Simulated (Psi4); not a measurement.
C2H8GaN (SMILES [CH3][Ga]([CH3])[NH2]), singlet, at a GFN2-xTB geometry (such geometries of metal compounds can be far from the true shape); CAM-B3LYP/STO-3G in Psi4.

Psi4 was given this input:
```
memory 2 GB

molecule mol {
0 1
  Ga   -0.007095    0.004606   -0.007141
  C    -1.471996   -1.395434   -0.176654
  H    -1.039441   -2.374678   -0.395855
  H    -2.178722   -1.145049   -0.970708
  H    -2.028962   -1.481525    0.759720
  C     0.130331    1.800047   -0.949452
  H     0.261257    1.666574   -2.026202
  H     0.982086    2.367035   -0.567266
  H    -0.775641    2.392824   -0.801612
  N     1.352702   -0.413562    1.137001
  H     2.151404    0.170154    1.350881
  H     1.429026   -1.270876    1.670046
}

set basis sto-3g
set reference rks
set scf_type disk_df

energy('cam-b3lyp')
print_variables()
```

What the program printed (banner, timings and long lists left out):

```
   => Loading Basis Set <=

    Name: STO-3G
    Role: ORBITAL
    Keyword: BASIS

         ---------------------------------------------------------
                                   SCF
               by Justin Turney, Rob Parrish, Andy Simmonett
                          and Daniel G. A. Smith
                              RKS Reference
         ---------------------------------------------------------

  ==> Geometry <==

    Molecular point group: c1
    Full point group: C1

    Geometry (in Angstrom), charge = 0, multiplicity = 1:

       Center              X                  Y                   Z               Mass
    ------------   -----------------  -----------------  -----------------  -----------------
         GA          -0.017048836760     0.007139359742    -0.015205677256    68.925573500000
         C           -1.481949836760    -1.392900640258    -0.184718677256    12.000000000000
         H           -1.049394836760    -2.372144640258    -0.403919677256     1.007825032230
         H           -2.188675836760    -1.142515640258    -0.978772677256     1.007825032230
         H           -2.038915836760    -1.478991640258     0.751655322744     1.007825032230
         C            0.120377163240     1.802580359742    -0.957516677256    12.000000000000
         H            0.251303163240     1.669107359742    -2.034266677256     1.007825032230
         H            0.972132163240     2.369568359742    -0.575330677256     1.007825032230
         H           -0.785594836760     2.395357359742    -0.809676677256     1.007825032230
         N            1.342748163240    -0.411028640258     1.128936322744    14.003074004430
         H            2.141450163240     0.172687359742     1.342816322744     1.007825032230
         H            1.419072163240    -1.268342640258     1.661981322744     1.007825032230

  Running in c1 symmetry.

  Rotational constants: A =      0.18782  B =      0.14779  C =      0.08533 [cm^-1]
  Rotational constants: A =   5630.57663  B =   4430.77752  C =   2558.17122 [MHz]
  Nuclear repulsion =  272.236815819667925

  Charge       = 0
  Multiplicity = 1
  Electrons    = 58
  Nalpha       = 29
  Nbeta        = 29

  ==> Algorithm <==

  SCF Algorithm Type is DISK_DF.
  DIIS enabled.
  MOM disabled.
  Fractional occupation disabled.
  Guess Type is SAD.
  Energy threshold   = 1.00e-06
  Density threshold  = 1.00e-06
  Integral threshold = 1.00e-12

  ==> Primary Basis <==

  Basis Set: STO-3G
    Blend: STO-3G
[...]
   @DF-RKS iter  11: -2036.31994444313523   -8.23352e-06   3.33854e-05 DIIS
   @DF-RKS iter  12: -2036.31994805148088   -3.60835e-06   1.35761e-05 DIIS
   @DF-RKS iter  13: -2036.31994875369332   -7.02212e-07   3.67916e-06 DIIS
   @DF-RKS iter  14: -2036.31994897511072   -2.21417e-07   2.79098e-06 DIIS
   @DF-RKS iter  15: -2036.31994907780381   -1.02693e-07   1.09914e-06 DIIS
   @DF-RKS iter  16: -2036.31994912675509   -4.89513e-08   6.77006e-07 DIIS
  Energy and wave function converged.

  ==> Post-Iterations <==

   Electrons on quadrature grid:
      Ntotal   =   58.0000038440 ; deviation = 3.844e-06

    Orbital Energies [Eh]
    ---------------------

    Doubly Occupied:

[...]
    Virtual:

[...]
    Final Occupation by Irrep:
              A
    DOCC [    29 ]
    NA   [    29 ]
    NB   [    29 ]

  @DF-RKS Final Energy: -2036.31994912675509

   => Energetics <=

    Nuclear Repulsion Energy =            272.2368158196679246
    One-Electron Energy =               -3385.6908737222574928
    Two-Electron Energy =                1150.7599828552058625
    DFT Exchange-Correlation Energy =     -73.6258740793711581
    Empirical Dispersion Energy =           0.0000000000000000
    VV10 Nonlocal Energy =                  0.0000000000000000
    Total Energy =                      -2036.3199491267550911

Computation Completed

Properties will be evaluated at   0.000000,   0.000000,   0.000000 [a0]

Properties computed using the SCF density matrix

 Multipole Moments:

 ------------------------------------------------------------------------------------
     Multipole            Electronic (a.u.)      Nuclear  (a.u.)        Total (a.u.)
 ------------------------------------------------------------------------------------

 L = 1.  Multiply by 2.5417464519 to convert [e a0] to [Debye]
 Dipole X            :          1.5802269           -1.0910079            0.4892190
 Dipole Y            :         -0.4341082            0.2776459           -0.1564624
 Dipole Z            :          1.3037481           -0.8839143            0.4198338
 Magnitude           :                                                    0.6633823

 ------------------------------------------------------------------------------------

  Variable Map:
  ----------------------------------------------------------------------------
[...]
  Array Variable Map:
  ----------------------------------------------------------------------------
[...]
[...]
```
